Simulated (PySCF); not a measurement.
A search over the determinants of CdF

Unrestricted PBE0; Cd def2-SVP with ECP28, F def2-SVP; scalar-relativistic core potentials (PySCF 2.14). Outer shells of the fragments: Cd 4d10 5s2; F 2s2 2p5.

Followed along the bond (rough minima from three points):

| 2Ms+1 | unpaired | ⟨S²⟩ at the start | R at minimum (Å) | Te (eV) |
| --- | --- | --- | --- | --- |
| 2 | σ ↑ | 0.75 | 1.99 | 0.00 |
| 4 | σ ↑, π ↑↑ | 3.75 | none in the scan | ≤ 6.35 |

Solutions found at the starting distance of 2.015 Å, counted from the lowest of them; the search is not exhaustive and high or unbound solutions are not listed, so other states can lie among these:

```
2Ms+1   unpaired   term  E (eV)  ⟨S²⟩  ⟨Lz²⟩  μ (D)
    2        σ ↑    ²Σ⁺    0.00  0.75   0.00  -3.32
    2        π ↑     ²Π    3.74  0.75   1.00   2.26
    2        π ↑     ²Π    4.28  0.78   1.00  -4.49
    4  σ ↑, π ↑↑  mixed    6.79  3.75   2.00   1.76
    4  σ ↑, π ↑↑  mixed    6.89  3.75   2.00   1.79
    4  σ ↑↑, π ↑     ⁴Π    7.13  3.75   1.00   0.97
    4  σ ↑↑, π ↑     ⁴Π    8.02  3.75   1.00   1.06
    4      σ ↑↑↑    ⁴Σ⁺    8.46  3.75   0.00   0.79
```

A term symbol is given only where ⟨S²⟩ and ⟨Lz²⟩ are close to those of a pure state; real π, δ and φ orbitals otherwise mix terms. A positive dipole means Cd(−)F(+).

Spin–orbit coupling is left out. Counting both spins, an empty level lies below a filled one in some of these solutions, because spin and occupation are held.
